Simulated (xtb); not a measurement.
H$_{4}$Si$_{2}$ (SMILES [SiH][SiH3]), singlet, from a rough starting geometry; GFN2-xTB (xtb 6.7.1).

xtb was given this input:
```
$ xtb mol.xyz --gfn 2 --opt vtight --json

# file mol.xyz
6

Si    -0.42177825     1.29286930     1.12218509
H      0.15643804     2.46668496     0.53907446
Si     0.07878924    -0.56363046    -0.20356577
H      0.81515370    -0.51666099    -1.45053750
H     -1.25643467    -1.08572158    -0.58058204
H      0.64814278    -1.55590714     0.65912525
```

### Question
What does xtb print? Leave out banner, timings and long lists.

### Answer

```
   ID    Z sym.   atoms
    1   14 Si     1, 3
    2    1 H      2, 4-6

           -------------------------------------------------
          |                Calculation Setup                |
           -------------------------------------------------

           -------------------------------------------------
          |                 G F N 2 - x T B                 |
           -------------------------------------------------

          ...................................................
          :                      SETUP                      :
          :.................................................:
          :  # basis functions                  24          :
          :  # atomic orbitals                  22          :
          :  # shells                           10          :
          :  # electrons                        12          :
          :  max. iterations                   250          :
          :  Hamiltonian                  GFN2-xTB          :
          :  restarted?                      false          :
          :  GBSA solvation                  false          :
          :  PC potential                    false          :
          :  electronic temp.          300.0000000     K    :
          :  accuracy                    1.0000000          :
          :  -> integral cutoff          0.2500000E+02      :
          :  -> integral neglect         0.1000000E-07      :
          :  -> SCF convergence          0.1000000E-05 Eh   :
          :  -> wf. convergence          0.1000000E-03 e    :
          :  Broyden damping             0.4000000          :
          :  net charge                          0          :
          :  unpaired electrons                  0          :
          ...................................................

 iter      E             dE          RMSdq      gap      omega  full diag
   1     -5.4214315 -0.542143E+01  0.119E+01    0.99       0.0  T
   2     -5.4592658 -0.378343E-01  0.750E+00    1.38       1.0  T
   3     -5.4505465  0.871932E-02  0.516E+00    1.26       1.0  T
   4     -5.4672119 -0.166654E-01  0.152E+00    1.54       1.0  T
   5     -5.4688862 -0.167430E-02  0.380E-01    1.65       1.0  T
   6     -5.4688847  0.152782E-05  0.195E-01    1.65       1.0  T
   7     -5.4688977 -0.130510E-04  0.530E-02    1.65       1.0  T
   8     -5.4688972  0.521516E-06  0.322E-02    1.65       1.3  T
   9     -5.4688981 -0.878529E-06  0.575E-03    1.65       7.1  T
  10     -5.4688981 -0.406615E-08  0.192E-03    1.65      21.3  T
  11     -5.4688981 -0.552600E-09  0.792E-04    1.65      51.5  T
  12     -5.4688981 -0.103651E-08  0.250E-04    1.65     163.0  T

   *** convergence criteria satisfied after 12 iterations ***

         :::::::::::::::::::::::::::::::::::::::::::::::::::::
         ::                     SUMMARY                     ::
         :::::::::::::::::::::::::::::::::::::::::::::::::::::
         :: total energy              -5.420685696771 Eh    ::
         :: gradient norm              0.049743102938 Eh/a0 ::
         :: HOMO-LUMO gap              1.647941891591 eV    ::
         ::.................................................::
         :: SCC energy                -5.468897599506 Eh    ::
         :: -> isotropic ES            0.008043773905 Eh    ::
         :: -> anisotropic ES         -0.003166076441 Eh    ::
         :: -> anisotropic XC         -0.009508718842 Eh    ::
         :: -> dispersion             -0.003492808026 Eh    ::
         :: repulsion energy           0.048211902735 Eh    ::
         :: add. restraining           0.000000000000 Eh    ::
         :: total charge              -0.000000000000 e     ::
         :::::::::::::::::::::::::::::::::::::::::::::::::::::

      -----------------------------------------------------------
     |                   =====================                   |
     |                        A N C O P T                        |
[...]
 * total energy  :    -5.4234033 Eh     change       -0.2717617E-02 Eh
 * total energy  :    -5.4237622 Eh     change       -0.3588382E-03 Eh
 * total energy  :    -5.4242267 Eh     change       -0.4645160E-03 Eh
 * total energy  :    -5.4243512 Eh     change       -0.1245526E-03 Eh
 * total energy  :    -5.4243581 Eh     change       -0.6880140E-05 Eh
 * total energy  :    -5.4243621 Eh     change       -0.3964878E-05 Eh
 * total energy  :    -5.4243626 Eh     change       -0.5330275E-06 Eh
 * total energy  :    -5.4243630 Eh     change       -0.3683887E-06 Eh
 * total energy  :    -5.4243632 Eh     change       -0.2682830E-06 Eh
 * total energy  :    -5.4243634 Eh     change       -0.1739281E-06 Eh
 * total energy  :    -5.4243635 Eh     change       -0.1150955E-06 Eh
 * total energy  :    -5.4243636 Eh     change       -0.7716974E-07 Eh
   *** GEOMETRY OPTIMIZATION CONVERGED AFTER 13 ITERATIONS ***
         :: total energy              -5.424363602037 Eh    ::
[...]
           -------------------------------------------------

    * Orbital Energies and Occupations

         #    Occupation            Energy/Eh            Energy/eV
      -------------------------------------------------------------
         1        2.0000           -0.7158778             -19.4800
         2        2.0000           -0.5875492             -15.9880
         3        2.0000           -0.4075371             -11.0896
         4        2.0000           -0.4075212             -11.0892
         5        2.0000           -0.3775477             -10.2736
         6        2.0000           -0.3215631              -8.7502 (HOMO)
         7                         -0.2577523              -7.0138 (LUMO)
         8                         -0.2019232              -5.4946
         9                         -0.1540339              -4.1915
        10                         -0.1483528              -4.0369
        11                         -0.1405130              -3.8236
        12                         -0.0869368              -2.3657
        13                         -0.0798669              -2.1733
        14                         -0.0705038              -1.9185
        15                         -0.0509150              -1.3855
        16                          0.0032547               0.0886
        17                          0.0356135               0.9691
       ...                                ...                  ...
        22                          0.9843330              26.7851
      -------------------------------------------------------------
                  HL-Gap            0.0638108 Eh            1.7364 eV
             Fermi-level           -0.2896577 Eh           -7.8820 eV

     #   Z          covCN         q      C6AA      α(0)
     1  14 Si       1.859     0.268   190.402    29.324
     2   1 H        0.907    -0.130     6.738     4.061
     3  14 Si       3.697     0.326   101.581    19.304
     4   1 H        0.915    -0.111     5.963     3.819
     5   1 H        0.915    -0.177     9.220     4.749
     6   1 H        0.915    -0.177     9.216     4.748

 Mol. C6AA /au·bohr⁶  :       1206.099096
 Mol. C8AA /au·bohr⁸  :      57296.190044
 Mol. α(0) /au        :         66.005877

Wiberg/Mayer (AO) data.
largest (>0.10) Wiberg bond orders for each atom

 ---------------------------------------------------------------------------
     #   Z sym  total        # sym  WBO       # sym  WBO       # sym  WBO
 ---------------------------------------------------------------------------
     1  14 Si   2.218 --     3 Si   1.168     2 H    0.942
     2   1 H    0.983 --     1 Si   0.942
     3  14 Si   3.872 --     1 Si   1.168     5 H    0.888     6 H    0.888
                             4 H    0.887
     4   1 H    0.988 --     3 Si   0.887
     5   1 H    0.969 --     3 Si   0.888
     6   1 H    0.969 --     3 Si   0.888
 ---------------------------------------------------------------------------

Topologies differ in total number of bonds
Writing topology from bond orders to xtbtopo.mol

molecular dipole:
                 x           y           z       tot (Debye)
 q only:       -0.239       0.712       0.621
   full:        0.027       0.463       0.119       1.216
molecular quadrupole (traceless):
                xx          xy          yy          xz          yz          zz
 q only:        0.285      -1.250      -2.494      -1.285       1.250       2.209
  q+dip:        0.789       0.003      -1.755      -0.465      -0.741       0.966
   full:        2.378       0.103      -1.672       2.552      -2.035      -0.706

optimized geometry written to: xtbopt.xyz

           -------------------------------------------------
          | TOTAL ENERGY               -5.424363602037 Eh   |
          | GRADIENT NORM               0.000023439278 Eh/α |
          | HOMO-LUMO GAP               1.736379771250 eV   |
           -------------------------------------------------

normal termination of xtb
```
